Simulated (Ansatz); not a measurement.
AlClFH$_{3}$Si (`[F][AlH][SiH2]Cl`), 7 atoms. The species carries charge 0 and has multiplicity 1. All runs use 2 threads of an Intel Xeon 6975P-C on a shared host. Correlated methods freeze the cores.

Give the basis size and wall time and peak host memory of each of these runs in Ansatz. RKS ωB97M-V/def2-SVP energy; RKS r2SCAN0-D4/def2-TZVPP energy; RHF-CCSD(T)/def2-SVP energy; RKS PBE0-D4/def2-TZVP relaxation (16 steps); RKS PBE0-D4/def2-TZVP frequencies; RHF-MP2/def2-QZVPP energy; direct RPA on PBE orbitals/def2-TZVPP energy; RKS ωB97M-V/def2-QZVPP energy; RKS PBE0-D4/def2-SVP energy; RKS PBE0-D4/def2-QZVPP energy; RKS CAM-B3LYP-D4/def2-TZVPP energy; RKS ωB97M-V/def2-TZVPP energy and forces. (Best estimate.)

The calculation gave: Other jobs shared the machine, so times are rough.

```csv
level,job,functions,wall time,peak host memory (GiB)
RKS PBE0-D4/def2-SVP,energy,83,1 s,0.17
RHF-CCSD(T)/def2-SVP,energy,83,1.4 s,0.22
RKS CAM-B3LYP-D4/def2-TZVPP,energy,199,2.6 s,0.5
direct RPA on PBE orbitals/def2-TZVPP,energy,199,2.8 s,0.35
RKS ωB97M-V/def2-SVP,energy,83,3.1 s,0.25
RKS r2SCAN0-D4/def2-TZVPP,energy,199,3.9 s,0.48
RKS PBE0-D4/def2-QZVPP,energy,357,6 s,1.1
RKS ωB97M-V/def2-TZVPP,energy and forces,199,8 s,0.63
RHF-MP2/def2-QZVPP,energy,357,11 s,1.3
RKS ωB97M-V/def2-QZVPP,energy,357,14 s,1.2
RKS PBE0-D4/def2-TZVP,relaxation (16 steps),160,40 s,0.4
RKS PBE0-D4/def2-TZVP,frequencies,160,58 s,0.37
```
